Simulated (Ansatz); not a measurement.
Computed with Ansatz on PBE0-D4/def2-TZVP structures; ΔE is electronic, products minus reactants. CBS: MP2 limit from def2 TZ/QZ plus the TZ coupled-cluster correction, frozen cores. DFT in def2-TZVPP. B3LYP here is the variant with VWN-RPA as its local correlation; programs differ in this. Elements past krypton have def2 core potentials. For In outer-core shells are correlated without core-valence functions, which leaves a few kJ/mol of doubt a bond. One conformer a species, not always the lowest.

Consider the cleavage of the Si–In bond: `[SiH3][In]([Cl])[Cl]` + `OC(O)(O)F` → `OC(O)(F)O[SiH3]` + `[Cl][InH][Cl]`.

`[SiH3][In]([Cl])[Cl]`:

Cartesian coordinates in Å:
```
Si 0.118 1.253 -0.181
In -0.117 -1.266 0.166
Cl 0.516 -2.386 2.105
Cl -0.999 -2.760 -1.384
H -0.874 1.929 0.692
H -0.138 1.578 -1.604
H 1.493 1.653 0.207
```

`OC(O)(O)F`:

```xyz
8

O     0.860   -0.967   -0.467
C     0.181    0.063    0.109
O     0.304    1.115   -0.747
O    -1.132   -0.246    0.418
F     0.727    0.372    1.323
H     0.791   -1.721    0.128
H    -0.165    1.858   -0.353
H    -1.565   -0.474   -0.411
```

`OC(O)(F)O[SiH3]`:

```xyz
11

O    -0.179    1.357   -0.460
C     0.686    0.296   -0.633
O     2.004    0.661   -0.636
F     0.470   -0.236   -1.869
O     0.427   -0.623    0.328
Si   -1.106   -0.967    0.903
H    -0.012    1.998   -1.160
H     2.267    0.795    0.280
H    -2.064   -1.112   -0.217
H    -1.562    0.081    1.845
H    -0.931   -2.250    1.619
```

`[Cl][InH][Cl]`:

Cartesian coordinates in Å:
```
Cl -0.168 1.627 -1.463
In 0.163 -0.152 -0.024
Cl -1.388 -0.173 1.691
H 1.394 -1.302 -0.204
```

Is it downhill or uphill in electronic energy at CCSD(T)/CBS, and by how much? (An estimate is asked.)

Ansatz gave: Downhill: ΔE = -40.3 kJ/mol.

What do these levels give: r2SCAN-D4, B3LYP-D4, ωB97X-V, ωB97M-V, B2PLYP, PBE, PBE0, B3LYP, CCSD/def2-TZVPP, CCSD(T)/def2-TZVPP, SCS-MP2/def2-QZVPP, MP2/CBS(def2)? (An estimate is asked.)

Ansatz gave: r2SCAN-D4 -37.6, B3LYP-D4 -40.4, ωB97X-V -44.8, ωB97M-V -44.9, B2PLYP -41.7, PBE -19.2, PBE0 -26.2, B3LYP -37.5, CCSD/def2-TZVPP -44.4, CCSD(T)/def2-TZVPP -42.3, SCS-MP2/def2-QZVPP -47.2, MP2/CBS(def2) -40.3 kJ/mol.

Largest T1 diagnostic among the species: 0.013.

In def2-TZVPP, CCSD(T) changes the Hartree–Fock value by +19.4 kJ/mol (the triples alone add +2.1 kJ/mol) and MP2 by +19.4 kJ/mol. From PBE to PBE0 (25 % exact exchange), in def2-TZVPP and without D4, ΔE moves by −7.0 kJ/mol.
